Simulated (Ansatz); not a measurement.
```xyz
2

Si   -0.765    0.808    0.085
Br    0.765   -0.808   -0.085
```

Total charge 0; spin multiplicity 2.

Problem. List the PBE/def2-TZVPP orbital energies in eV (Ansatz 0.2.0). (An estimate is asked.)

Solution. The calculation gave: α occupied: -13089.30, -1781.30, -1682.43, -1516.78, -1516.76, -1516.74, -229.22, -171.33, -171.25, -171.17, -138.77, -95.64, -95.48, -95.48, -68.02, -68.00, -67.94, -67.89, -67.88, -19.69, -11.93, -8.08, -8.00, -7.82, -4.17. α empty: -3.95, -1.11, 2.67, 3.50, 3.59, 3.78, 3.89, 4.17. β occupied: -13089.30, -1781.23, -1682.43, -1516.78, -1516.76, -1516.72, -229.21, -171.32, -171.25, -171.16, -138.69, -95.59, -95.44, -95.25, -68.02, -68.00, -67.93, -67.87, -67.86, -19.63, -11.47, -8.05, -7.76, -7.48. β empty: -3.65, -2.73, -0.83, 2.82, 3.73, 4.20, 4.23, 4.66. ⟨S²⟩ = 0.755.
